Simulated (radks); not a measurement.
Values are calculated unless marked as measured or tabulated.
Species: Pt2+. Configuration: [Xe] 4f13.5 5d8 6s0.5 (fractional occupations, a model configuration). Code: a radial shooting solver on a logarithmic mesh with Libxc functionals. Model: scalar-relativistic Kohn-Sham, LDA (Slater exchange, Perdew-Wang correlation), spin-unpolarised, spherical densities, point nucleus.

Normalised radial functions P(r) = r R(r), r in bohr:

r,4p
0.00101,0.0056
0.001175,0.0072
0.001358,0.0092
0.00158,0.0118
0.001825,0.0150
0.002125,0.0192
0.002474,0.0247
0.002857,0.0313
0.003326,0.0400
0.003872,0.0512
0.004471,0.0645
0.005205,0.0821
0.00606,0.1041
0.006998,0.1298
0.008147,0.1630
0.009409,0.2009
0.01095,0.2486
0.01275,0.3045
0.01473,0.3648
0.01714,0.4352
0.01996,0.5099
0.02305,0.5802
0.02683,0.6474
0.03124,0.6972
0.03608,0.7169
0.042,0.6943
0.04851,0.6182
0.05647,0.4688
0.06574,0.2439
0.07592,-0.0309
0.08838,-0.3599
0.1029,-0.6815
0.1188,-0.9195
0.1383,-1.0302
0.1598,-0.9471
0.186,-0.6351
0.2165,-0.1205
0.2501,0.4735
0.2911,1.0851
0.3389,1.5435
0.3914,1.7472
0.4556,1.6980
0.5304,1.4336
0.6126,1.0799
0.7131,0.7027
0.8236,0.4108
0.9588,0.2012
1.116,0.0835
1.289,0.0307
1.501,0.0087
1.747,0.0020
2.018,0.0004
2.349,0.0000
2.734,0.0000
3.158,0.0000
3.676,0.0000
4.246,0.0000
4.943,0.0000
5.754,0.0000
6.645,0.0000
7.736,0.0000

4p: eigenvalue -548.44 eV, 2 radial nodes at r = 0.0748, 0.223 bohr, <r> = 0.442 bohr, 90 % of the charge inside 0.641 bohr.
